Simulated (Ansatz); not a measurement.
Predict a relaxed structure of Ag₂O⁺ (the lowest doublet isomer of a short search), charge 1, doublet, at r2SCAN-D4/def2-TZVP (Ansatz).


Cartesian coordinates in Å:
```
Ag -0.4909 1.0198 -1.6229
Ag 0.5098 -0.6756 1.7884
O -0.0189 -0.3442 -0.1655
```
Point group C2v (tolerance 0.1 Å). This is one stationary point.

In the def2 sets Ag takes a core potential; there is no spin–orbit coupling. The relaxation made no stability test and no search for a lower SCF solution. The structure comes from a short search, and lower isomers may exist.
